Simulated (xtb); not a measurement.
xtb input (GFN-FF):

```bash
xtb mol.xyz --gfnff --opt tight --chrg 0 --uhf 0
```
mol.xyz:
```
8

N     -1.40452789    -1.90513253    -0.13938589
Al     0.07537773    -0.95329786    -0.06641011
N      1.68664741    -1.66281670    -0.10917010
Br    -0.10290235     1.30140009     0.09066014
H     -2.32794205    -1.50362387    -0.11523829
H     -1.45559044    -2.90856131    -0.20984738
H      1.89478657    -2.64592678    -0.17709793
H      2.53558104    -1.12237450    -0.06769806
```

End of the output:

```
         :::::::::::::::::::::::::::::::::::::::::::::::::::::
         ::                     SUMMARY                     ::
         :::::::::::::::::::::::::::::::::::::::::::::::::::::
         :: total energy              -1.021338683817 Eh    ::
         :: gradient norm              0.000159396756 Eh/a0 ::
         ::.................................................::
         :: bond energy               -1.018142773377 Eh    ::
         :: angle energy               0.000060386032 Eh    ::
         :: torsion energy             0.002046352276 Eh    ::
         :: repulsion energy           0.051784739619 Eh    ::
         :: electrostat energy        -0.054041323281 Eh    ::
         :: dispersion energy         -0.003012805410 Eh    ::
         :: HB energy                 -0.000000915168 Eh    ::
         :: XB energy                  0.000000000000 Eh    ::
         :: bonded atm energy         -0.000032344510 Eh    ::
         :: external energy            0.000000000000 Eh    ::
         :: add. restraining           0.000000000000 Eh    ::
         :: total charge              -0.000000000000 e     ::
         :::::::::::::::::::::::::::::::::::::::::::::::::::::

           -------------------------------------------------
          |                Property Printout                |
           -------------------------------------------------

molecular dipole:
                 x           y           z       tot (Debye)
 q only:        0.046      -0.601      -0.042       1.537
           -------------------------------------------------
          |                Geometry Summary                 |
           -------------------------------------------------

      molecular mass/u    :      138.9302357
   center of mass at/Å    :       -0.0135451       0.1688158       0.0117595
  moments of inertia/u·Å² :        0.9275341E+02   0.2816339E+03   0.3743873E+03
rotational constants/cm⁻¹ :        0.1817468E+00   0.5985654E-01   0.4502725E-01

 * 7 selected distances

     #   Z          #   Z                                           value/Å
     1   7 N        2  13 Al                                      1.8537257
     2  13 Al       3   7 N                                       1.8533554
     2  13 Al       4  35 Br                                      2.3139801 (max)
     1   7 N        5   1 H                                       1.0033920
     1   7 N        6   1 H                                       1.0049763
     3   7 N        7   1 H                                       1.0043849
     3   7 N        8   1 H                                       1.0027931 (min)

 * 3 distinct bonds (by element types)

   Z      Z             #   av. dist./Å        max./Å        min./Å
Note: The following floating-point exceptions are signalling: IEEE_UNDERFLOW_FLAG IEEE_DENORMAL
normal termination of xtb
   1 H    7 N           4     1.0038866     1.0049763     1.0027931
   7 N   13 Al          2     1.8535405     1.8537257     1.8533554
  13 Al  35 Br          1     2.3139801     2.3139801     2.3139801

optimized geometry written to: xtbopt.xyz

           -------------------------------------------------
          | TOTAL ENERGY               -1.021338683817 Eh   |
          | GRADIENT NORM               0.000159396756 Eh/α |
           -------------------------------------------------
########################################################################
[WARNING] Runtime exception occurred
-1- gfnff_setup: Could not read topology file.
########################################################################

------------------------------------------------------------------------
------------------------------------------------------------------------
 total:
 SCF:
 ANC optimizer:
```
